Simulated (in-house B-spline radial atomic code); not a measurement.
How numerical settings move a run on neutral terbium, [Xe] 4f9 6s2. Computed with a B-spline radial code for spherical atoms: Dirac-Hartree-Fock, average of configuration, Fermi nucleus of rms radius 5.06 fm.

Command:
```bash
python run_scf.py task.json out
```
Settings of the sound reference run:
```
Z                65
electrons        65
configuration    [Xe] 4f9 6s2
hamiltonian      dirac
method           hf
spin_polarised   False
nucleus          fermi
rms_radius       5.06
mass_number      159
atomic_mass      158.9254
speed_of_light   137.036
knot_spacing     0.22
spline_order     8
gauss_points     12
box_radius       50
max_iterations   70
damping          0.5
damped_steps     3
diis_vectors     10
tolerance        1e-08
start            Thomas-Fermi
```

Time taken, with all properties: 1.9 s on 1 thread of Arm Neoverse V2, on a shared host.

It converges in 13 iterations to -11712.552574 hartree, with 6s1/2 at -5.04725 eV. The other runs change the listed settings, some to values that make no sense; their results aren't properties of the atom or ion. Radii are in bohr (the nuclear one in fm), a minus after a letter asks for a j subshell, and «unchanged» means within 1e-8 hartree. The run stops when the residual is below 10 × tolerance × max(1, Z/10), or a noise floor if that is larger, and the energy moves by less than 1e-8 × √|E| hartree; so very loose and very tight tolerances often act alike.

| changed settings | outcome |
| --- | --- |
| gauss_points = 3, max_iterations = 12 | converged in 12 iterations, energy +9.65e-04 hartree from the reference, 6s1/2 level -5.9e-06 eV |
| electrons = 66, configuration = [Xe] 4f9 6s2 7p-1, max_iterations = 50 | converged in 14 iterations to -11712.5435 hartree, a different physical problem (warning: 7p1/2 has a positive eigenvalue: unbound, held by the box) |
| diis_vectors = 1 | not converged after 70 iterations, last residual 2.9e+00, last energy +4.58e+02 hartree from the reference |
| box_radius = 2, max_iterations = 75, damping = 0.95 | converged in 10 iterations, energy +2.24e+01 hartree from the reference, 6s1/2 level +2.0e+02 eV (the program warns: 6s1/2 has a positive eigenvalue: unbound, held by the box; 5p1/2 has a positive eigenvalue: unbound, held by the box) |
| speed_of_light = 58.51437 | converged in 14 iterations to -13403.6890 hartree, a different physical problem |
| max_iterations = 12 | not converged after 12 iterations, last residual 7.0e-07, last energy +5.00e-09 hartree from the reference |
| diis_vectors = 4 | converged in 13 iterations, energy unchanged, 6s1/2 level +4.8e-06 eV |
| max_iterations = 3 | not converged after 3 iterations, last residual 2.4e-01, last energy +2.01e+00 hartree from the reference |
| diis_vectors = 2 | converged in 16 iterations, energy unchanged, 6s1/2 level +1.1e-05 eV |
| max_iterations = 5 | not converged after 5 iterations, last residual 4.7e-02, last energy +3.26e-02 hartree from the reference |
| knot_spacing = 0.55, max_iterations = 100, damped_steps = 30, tolerance = 0.01 | converged in 19 iterations, energy +9.60e-01 hartree from the reference, 6s1/2 level +3.8e-03 eV |
| diis_vectors = 0 | converged in 32 iterations, energy unchanged, 6s1/2 level +1.7e-05 eV |

Q: What happens with first_knot = 0.000154, max_iterations = 60, damped_steps = 0?

A: Converged in 12 iterations, energy -2.15e-07 hartree from the reference, 6s1/2 level +3.4e-06 eV.

Q: What happens with max_iterations = 8?

A: Not converged after 8 iterations, last residual 2.0e-03, last energy +1.67e-04 hartree from the reference.

Q: What happens with electrons = 73, configuration = [Xe] 4f9 6s2 8s2 8p6, max_iterations = 75?

A: Converged in 28 iterations to -11711.5253 hartree, a different physical problem (warning: 6s1/2 has a positive eigenvalue: unbound, held by the box).

Q: What happens with max_iterations = 2?

A: Not converged after 2 iterations, last residual 1.1e+00, last energy +3.22e+01 hartree from the reference.
